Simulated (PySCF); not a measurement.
F₅OSi₂, SMILES F[Si](F)O[Si](F)(F)F, multiplicity 2. Atoms are numbered in the order given.

```xyz
8

F      2.3387    -0.9509     0.7733
Si     1.6964    -0.3659    -0.5830
F      2.6010     0.8804    -1.0480
O      0.2001     0.2219    -0.2306
Si    -1.3521     0.1202     0.2079
F     -1.5909     0.8735     1.5871
F     -1.7844    -1.4032     0.3769
F     -2.2780     0.7851    -0.9009
```
Charge 0, spin multiplicity 2.

The structure is a stationary point at PBE0-D3(BJ)/def2-SVP. The isomer is the one that the SMILES or the coordinates give; other isomers of the formula were not compared. Other conformers were not sampled.

The numbers are results of PBE/pcH-1 in PySCF, not measurements.

Unrestricted Kohn–Sham, ⟨S²⟩ = 0.751. Hyperfine tensors hold the contact and dipolar terms, without spin-orbit corrections.

Q: Estimate the hyperfine couplings. (An estimate is asked for; the answer gives what the named calculation found.)

A: 
| nucleus | A(iso) (MHz) | A(iso) (G) | dipolar principal values (MHz) |
|---|---|---|---|
| 19F no. 1 | 325.2 | 116.1 | -159.2, -148.0, 307.1 |
| 29Si no. 2 | -1306.7 | -466.2 | -108.6, 54.2, 54.4 |
| 19F no. 3 | 327.9 | 117.0 | -160.2, -148.5, 308.7 |
| 17O no. 4 | -84.1 | -30.0 | -25.0, 11.7, 13.2 |
| 29Si no. 5 | -13.3 | -4.7 | -2.3, 0.9, 1.4 |
| 19F no. 6 | 18.3 | 6.5 | -8.5, -8.2, 16.7 |
| 19F no. 7 | -1.2 | -0.4 | -1.2, -0.6, 1.8 |
| 19F no. 8 | 2.6 | 0.9 | -2.6, -1.8, 4.4 |
